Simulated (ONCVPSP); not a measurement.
Reading a pseudo-wave (germanium (Ge))

Columns: radius, all-electron u(r) and pseudo u(r) of the 3p shell (level -117.41 eV) of germanium in the configuration [Ne] 3s2 3p6 3d10 4s1 4p3; PBE, scalar-relativistic, ONCV scheme, ONCVPSP 4.0.1.

```tsv
r (bohr)	all-electron	pseudo
0.068	-0.5667	0.0579
0.135	-0.6688	0.2162
0.202	-0.2413	0.4452
0.270	0.3283	0.7073
0.338	0.8085	0.9551
0.405	1.1254	1.1498
0.473	1.2947	1.2756
0.540	1.3438	1.3225
0.608	1.3126	1.3012
0.675	1.2323	1.2290
0.742	1.1257	1.1256
0.810	1.0062	1.0066
0.878	0.8859	0.8859
0.945	0.7726	0.7724
1.013	0.6663	0.6662
1.080	0.5719	0.5717
1.148	0.4869	0.4867
1.215	0.4136	0.4135
1.283	0.3491	0.3490
1.350	0.2944	0.2943
1.418	0.2470	0.2469
1.485	0.2073	0.2072
1.553	0.1731	0.1731
1.620	0.1447	0.1447
1.688	0.1205	0.1205
1.755	0.1005	0.1005
```

How many radial nodes do the two functions have?

The all-electron 3p function has n − l − 1 = 1; the pseudo-wave has 0, since the states of the same l below it are removed with the core.

Where does each function peak?

Outermost all-electron maximum near 0.54 bohr, pseudo maximum near 0.54 bohr (to the table’s step).

Is the pseudo-wave norm-conserving?

Yes: the ONCV scheme keeps the norm inside the radius equal to the all-electron one, which fixes the energy derivative of the logarithmic derivative at the level.
